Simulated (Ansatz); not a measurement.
```xyz
8

C    -1.071    0.273    0.121
Mo    0.950   -0.199   -0.017
F     1.835    0.345    1.499
S     0.959   -2.267   -0.322
S     1.568    0.761   -1.767
H    -1.464   -0.243    1.002
H    -1.140    1.358    0.245
H    -1.636   -0.030   -0.761
```

The species carries charge 0 and has multiplicity 1. Mo takes the def2 core potential.

(1) List the PBE0/def2-TZVPP orbital energies in eV (Ansatz 0.2.0). (Best estimate.)

Results:

(1) Computed: Occupied: -2422.76, -2422.76, -674.39, -278.72, -218.11, -218.11, -161.89, -161.89, -161.85, -161.85, -161.82, -161.82, -73.48, -46.31, -45.98, -45.85, -32.67, -19.96, -19.37, -19.10, -13.77, -12.99, -12.95, -12.41, -12.12, -10.32, -9.91, -9.61, -9.23, -8.96, -8.43, -7.51. Lowest empty: -3.41, -3.25, -1.80, -1.67, -1.27, 0.10, 1.18, 1.29.
